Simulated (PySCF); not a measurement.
[YSe2]-: from structure and modes to constants

Method: PBE0 in PySCF with Y def2-SVPD with ECP28, Se def2-SVPD; scalar-relativistic core potentials, no spin–orbit coupling; density-fitted integrals.

The singlet minimum has C2v symmetry. Masses (u): Y 88.90585, Se 79.91652.

```xyz
3
charge -1 multiplicity 1, angstrom
Y     0.0000    0.0000   -0.6155
Se    2.3504    0.0000    0.3413
Se   -2.3504    0.0000    0.3413
```

Harmonic wavenumbers (cm⁻¹): 53.2 (a1, ×1), 257.8 (a1, ×1), 315.9 (b2, ×1).

(1) Find the principal moments of inertia and the rotational constants. What kind of rotor is it?

(2) What is the harmonic zero-point energy?

(3) Find the vibrational entropy and heat capacity at 298.15 K.

(4) Give the standard entropy (298.15 K, 1 bar) by its translational, rotational, vibrational and spin parts, and Cp.

Results:

(1) About the centre of mass I = 52.293, 882.95, 935.24 u Å². With B = 16.8576/I this gives 0.3224, 0.01909, 0.01802 cm⁻¹. The molecule is an asymmetric top with κ = -0.99.

(2) Half the sum of all 3 wavenumbers, 627/2 = 313 cm⁻¹, which is 3.7 kJ/mol (1 cm⁻¹ = 0.0119627 kJ/mol).

(3) With u = 1.43878 ω/T, each mode gives S = R[u/(eᵘ−1) − ln(1−e⁻ᵘ)] and C = R u² eᵘ/(eᵘ−1)².
```tsv
ω (cm⁻¹)	u	S (J/(mol K))	C (J/(mol K))
53.2	0.257	19.65	8.27
257.8	1.244	7.01	7.32
315.9	1.524	5.57	6.88
```
The sums over all modes are S = 32.2 and C = 22.5 J/(mol K); the softest mode gives 61 % of the entropy.

(4) Sackur–Tetrode with M = 248.74 u gives 177.7; rotation with symmetry number 2 gives 115.8; vibration 32.2; spin R ln 1 = 0.0. The total is 325.7 J/(mol K), and Cp = 4 R + 22.5 = 55.7 J/(mol K).

Only a few start shapes were tried, so a lower isomer may exist. The lowest empty level of this anion is unbound, so it and the gap depend on the basis.
